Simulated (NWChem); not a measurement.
Isomers of CH4GeO2, singlet, each optimised at B3LYP/6-31G* with NWChem, gas phase unless a solvent is named. Flexible species stand in one conformer each, which need not be the lowest. Pople sets run with spherical d functions. Low-valent species are run as closed-shell singlets; no triplet was tried in these runs. Relative energies count from the lowest isomer at each level and are electronic, without zero-point energy, on those geometries.

A: [GeH2]1[O]C[O]1
B: O=[C](O)[GeH3]
C: [Ge]([O]C)[OH]
D: O=C[O][GeH3]

Task: Which isomer is lowest, and do the levels agree? Levels: B3LYP/6-31G*; PBE/def2-TZVP; B3LYP/def2-TZVP; PBE0/def2-TZVP; CAM-B3LYP/def2-TZVP; M06-2X/def2-TZVP; r2SCAN/def2-TZVP.

Result: All put C lowest.
```tsv
quantity	A	B	C	D
relative energy, B3LYP/6-31G* (kcal/mol)	31.8	26.6	0.0	12.1
relative energy, PBE/def2-TZVP (kcal/mol)	31.9	25.3	0.0	14.2
relative energy, B3LYP/def2-TZVP (kcal/mol)	34.5	29.0	0.0	15.8
relative energy, PBE0/def2-TZVP (kcal/mol)	28.0	24.6	0.0	12.7
relative energy, CAM-B3LYP/def2-TZVP (kcal/mol)	31.5	28.0	0.0	14.4
relative energy, M06-2X/def2-TZVP (kcal/mol)	29.0	33.6	0.0	17.2
relative energy, r2SCAN/def2-TZVP (kcal/mol)	28.4	24.5	0.0	11.3
```
